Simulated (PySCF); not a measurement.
`CSC1=C[C@H]2C=C[C@@H]1C2`, C$_{8}$H$_{10}$S

Cartesian coordinates in Å; atom numbers follow the order of the lines, from 1:
```xyz
19

C     3.1756   -0.2927   -0.3325
S     1.9007   -1.3869    0.3126
C     0.5092   -0.3593    0.2262
C     0.3236    0.8969   -0.2166
C    -1.1835    1.1696   -0.1093
C    -1.8918    0.2302   -1.0950
C    -1.7002   -1.0168   -0.6524
C    -0.8702   -0.9086    0.6308
C    -1.4721    0.3967    1.1983
H     3.2617    0.6118    0.2875
H     2.9578   -0.0092   -1.3728
H     4.1233   -0.8463   -0.2975
H     1.0519    1.5769   -0.6556
H    -1.4791    2.2258   -0.1531
H    -2.3903    0.5459   -2.0124
H    -2.0023   -1.9539   -1.1207
H    -0.8510   -1.7952    1.2780
H    -0.9195    0.7902    2.0644
H    -2.5447    0.3072    1.4272
```

Level of theory: PySCF, quadratic response CAM-B3LYP/aug-cc-pVDZ first hyperpolarisability, Taylor convention, gas phase. Geometry: PBE0-D3(BJ)/def2-SVP.

Give the tensor of the second harmonic β(−2ω;ω,ω) at 1064 nm in the axes of these coordinates.

In au, Taylor convention; rows are the first index (the induced dipole):
|  | xx | yy | zz | xy | xz | yz |
| --- | --- | --- | --- | --- | --- | --- |
| x | +223.1 | +19.8 | -17.8 | -64.3 | +27.2 | -9.0 |
| y | -72.9 | +17.1 | +16.2 | +17.7 | -9.5 | +17.3 |
| z | +27.4 | +17.4 | +3.6 | -9.5 | -19.9 | +17.1 |

Norm of βᵢ = ⅓ Σⱼ (βᵢⱼⱼ + βⱼᵢⱼ + βⱼⱼᵢ): 229.8 au, hyper-Rayleigh value 103.8 au.
